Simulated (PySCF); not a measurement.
# Bond lengths and vibrations by method: CH4Si2

All numbers below are calculated, not measured. The program is PySCF 2.14.0, an open-source quantum chemistry code, run on an isolated molecule that a program drew, which may never have been made. The molecule is CH4Si2 (charge 0, singlet), drawn as the SMILES string `[SiH]C=[SiH2]`.

The geometry was optimised and harmonic frequencies were computed with HF and MP2, all in the cc-pV(D+d)Z basis, for the commonest isotopes, with a restricted reference for singlets and an unrestricted one otherwise, and a frozen core in MP2. Each result is a local minimum of its method.

Geometry at the HF minimum:
```xyz
7
CH4Si2, angstrom
Si    1.5652   -0.1245   -0.1992
C     1.2564   -1.4006   -1.5004
Si   -0.1828   -1.4413   -2.4211
H     0.2421    0.6175   -0.3663
H     2.0161   -2.1555   -1.6907
H    -1.2763   -0.4768   -2.2531
H    -0.4773   -2.4377   -3.4708
```

Lengths of the bonds as drawn, in Å (atoms numbered as above):
```
  bond     HF    MP2
Si1-C2  1.848  1.861
C2-Si3  1.709  1.733
Si1-H4  1.526  1.529
 C2-H5  1.088  1.100
Si3-H6  1.468  1.473
Si3-H7  1.477  1.485
```

Rotational constants, in GHz:
```
constant,HF,MP2
A,31.98,30.31
B,3.414,3.436
C,3.084,3.086
```

Harmonic frequencies in cm^-1, each column in rising order, so a row needn't be the same motion in every method:
| rank | HF | MP2 |
|---|---|---|
| 1 | 174 | 91 |
| 2 | 231 | 226 |
| 3 | 450 | ? |
| 4 | 602 | 569 |
| 5 | 679 | 604 |
| 6 | 733 | 691 |
| 7 | 880 | 827 |
| 8 | 945 | 894 |
| 9 | 1006 | 942 |
| 10 | 1060 | 997 |
| 11 | 1231 | 1126 |
| 12 | 2076 | 2053 |
| 13 | 2342 | 2277 |
| 14 | 2395 | 2345 |
| 15 | 3301 | 3199 |

**Estimate the missing MP2 frequency from the HF column.**

A single factor s that minimises the squared misfit of MP2 against s times HF over the other rows is sum(HF x MP2) / sum(HF^2) = 0.9660, with an rms misfit of 37 cm^-1. For rank 3 it gives 0.9660 x 450 = 435 cm^-1. The calculation gives 446 cm^-1, 11 cm^-1 above the estimate. The drawn bonds are on average 0.7 % longer in MP2 than in HF.
